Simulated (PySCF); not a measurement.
**From MP2 to CCSD(T): MSe along the alkali metals**

MP2 and CCSD(T) in PySCF with def2-TZVPP on every atom (core potentials on Rb, Cs), for the lowest determinant that a PBE0 search found; no spin–orbit coupling.

```tsv
molecule	state (unpaired electrons)	MP2 Re (Å)	MP2 ωe (cm⁻¹)	MP2 De (eV)	CCSD(T) Re (Å)	CCSD(T) ωe (cm⁻¹)	CCSD(T) De (eV)
NaSe	doublet (π ↑)	2.606	270	2.29	?	?	?
KSe	doublet (π ↑)	2.982	198	2.33	2.992	197	2.33
RbSe	doublet (π ↑)	3.133	151	2.29	3.140	150	2.28
CsSe	doublet (π ↑)	3.240	132	2.41	3.258	130	2.40
```

Question: Estimate the CCSD(T) values of NaSe by adding the mean shift from MP2 to CCSD(T) of the other rows, and compare with the calculation.

Answer: The mean shifts are +1.2 pm, -1 cm⁻¹ and -0.01 eV, which give 2.618 Å, 269 cm⁻¹ and 2.28 eV. CCSD(T)/def2-TZVPP gives Re = 2.610 Å, ωe = 268 cm⁻¹, De = 2.30 eV.

Question: What are the mean differences of MP2 from CCSD(T) over the whole series?

Answer: Re -1.0 pm, ωe +2 cm⁻¹, De +0.00 eV.

In a basis of this size CCSD(T) is itself not converged; it tends to give bonds that are too long and too weak.

Correlated steps freeze the inner cores (9 to 14 orbitals); shallow outer-core shells are correlated. Spin–orbit coupling is left out, which matters for elements this heavy, above all for dissociation energies. States were picked by a PBE0 search and need not be the measured ground states.
